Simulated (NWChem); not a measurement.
ZnH cation; SMILES [ZnH+]

```xyz
2

Zn     0.0000     0.0000     0.0495
H      0.0000     0.0000    -1.4846
```
Atoms are numbered in this order, from 1.

Program: NWChem. Geometry: optimised at PBE0/def2-SVP.

Problem. Estimate the computed values for PBE/cc-pVTZ. Quantities: highest occupied level (eV); orbital gap (eV).

Solution. 
```yaml
highest occupied level (eV): -15.62
orbital gap (eV): 4.41
```
